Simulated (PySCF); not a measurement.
PySCF 2.14 output of an unrestricted r2SCAN calculation on a single atom or ion in ANO-RCC-VTZP (7s6p4d2f1g, 68 functions), with scalar relativity by spin-free X2C-1e:

```
SCF conv_tol = 1e-09
number electrons alpha = 24  beta = 21
    J. W. Furness, A. D. Kaplan, J. Ning, J. P. Perdew, and J. Sun.,  J. Phys. Chem. Lett. 11, 8208-8215 (2020)
    J. W. Furness, A. D. Kaplan, J. Ning, J. P. Perdew, and J. Sun.,  J. Phys. Chem. Lett. 11, 9248-9248 (2020)
    J. W. Furness, A. D. Kaplan, J. Ning, J. P. Perdew, and J. Sun.,  J. Phys. Chem. Lett. 11, 8208-8215 (2020)
    J. W. Furness, A. D. Kaplan, J. Ning, J. P. Perdew, and J. Sun.,  J. Phys. Chem. Lett. 11, 9248-9248 (2020)
cycle= 1 E= -5044.70353163322  delta_E= -0.0117  |g|= 0.0374  |ddm|= 0.106
cycle= 2 E= -5044.7036018605  delta_E= -7.02e-05  |g|= 0.021  |ddm|= 0.0148
cycle= 3 E= -5044.70365419817  delta_E= -5.23e-05  |g|= 0.00794  |ddm|= 0.00913
cycle= 4 E= -5044.70366743934  delta_E= -1.32e-05  |g|= 0.000575  |ddm|= 0.00346
cycle= 5 E= -5044.7036676143  delta_E= -1.75e-07  |g|= 6.5e-05  |ddm|= 0.000688
cycle= 6 E= -5044.70366761789  delta_E= -3.6e-09  |g|= 1.09e-05  |ddm|= 0.00012
cycle= 7 E= -5044.70366761795  delta_E= -5.55e-11  |g|= 2.59e-07  |ddm|= 1.22e-05
converged SCF energy = -5044.70366761795  <S^2> = 3.7516393  2S+1 = 4.0008196
```

The run itself started from symmetry-adapted Hartree-Fock orbitals and held the occupation by maximum overlap, on a logarithmic radial grid, so the iterations belong to that start.

**Question.** Which element, charge and spin multiplicity is this?

**Answer.** Pd⁺ (palladium, charge +1), multiplicity 4; the state was [Kr] 4d8 5s1, high-spin 4F determinant (an excited configuration).
